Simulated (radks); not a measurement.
Charge is removed step by step from the 1s1/2 level of neutral lithium, starting from [He] 2s1. All-electron calculation, Dirac Kohn-Sham, PBE, spin-unpolarised, spherical densities, point nucleus. Program: a radial shooting solver on a logarithmic mesh with Libxc functionals.

removed (e)  E - E(0) (eV)  eigenvalue (eV)  E minus straight line (eV)
0                    0.000          -51.854                       0.000
0.25                13.943          -59.773                      -3.159
0.5                 29.925          -68.150                      -4.279
0.75                48.050          -76.913                      -3.255
1                   68.407          -85.981                       0.000

Removing the whole electron costs 68.407 eV by Delta-SCF, against 51.854 eV from minus the eigenvalue at the starting occupation. Slater's transition state (half an electron removed) gives 68.150 eV. Integrating minus the eigenvalue over the occupation (Janak's theorem) gives 68.407 eV. The mean slope of the eigenvalue, de/dn, is 34.1 eV per electron.
